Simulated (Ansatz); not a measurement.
Relaxation of a periodic cell of 13 atoms, Cd$_{12}$H (host Cd, host structure hcp, interstitial H), to a largest force component of 0.08 eV/Å in at most 25 steps.

Method: Ansatz 0.2.0, DFT LDA, scalar-relativistic, plane waves, PAW. Settings: cutoff 420 eV, k mesh 3x2x3, fermi-dirac smearing 0.1 eV, no spin polarisation.

```xyz
13
Lattice="5.9600 0.0000 0.0000 -4.4700 7.7423 0.0000 0.0000 0.0000 5.6203" Properties=species:S:1:pos:R:3
Cd 0.000 0.000 0.000
Cd 0.000 1.721 2.810
Cd -1.490 2.581 0.000
Cd -1.490 4.301 2.810
Cd -2.980 5.162 0.000
Cd -2.980 6.882 2.810
Cd 2.980 0.000 0.000
Cd 2.980 1.721 2.810
Cd 1.490 2.581 0.000
Cd 1.490 4.301 2.810
Cd 0.000 5.162 0.000
Cd 0.000 6.882 2.810
H -1.423 2.591 3.624
```

Q: Where does it end, and by what steps?

A: The forces met the threshold. Limits of this set-up: coarse k mesh, odd electron count without spin, a small cell, in which the defect meets its images. After 4 steps the energy has fallen by 0.385 eV; Cd8 moved furthest, 0.40 Å. Parted: Cd8–H13 (1.96 → 2.50 Å).

```json
{"step": "0", "energy less start (eV)": "0.0000", "largest force component (eV/Å)": "1.056", "accepted": "yes"}
{"step": "1", "energy less start (eV)": "-0.2526", "largest force component (eV/Å)": "0.427", "accepted": "yes"}
{"step": "2", "energy less start (eV)": "-0.2979", "largest force component (eV/Å)": "0.224", "accepted": "yes"}
{"step": "3", "energy less start (eV)": "-0.3532", "largest force component (eV/Å)": "0.133", "accepted": "yes"}
{"step": "4", "energy less start (eV)": "-0.3851", "largest force component (eV/Å)": "0.053", "accepted": "yes"}
```

```xyz
13
Lattice="5.9600 0.0000 0.0000 -4.4700 7.7423 0.0000 0.0000 0.0000 5.6203" Properties=species:S:1:pos:R:3
Cd 0.054 0.029 -0.042
Cd -0.011 1.606 2.544
Cd -1.448 2.616 0.140
Cd -1.577 4.337 2.608
Cd -2.931 5.221 0.005
Cd -3.052 6.816 2.963
Cd 3.019 0.018 -0.090
Cd 2.871 1.580 2.455
Cd 1.541 2.616 -0.196
Cd 1.451 4.254 2.926
Cd 0.086 5.224 0.231
Cd -0.052 6.824 3.082
H -1.375 2.742 3.858
```

Time of the run: 15 s on 4 threads of Intel(R) Xeon(R) 6975P-C (Granite Rapids), on a shared host, peak memory 1.1 GiB.
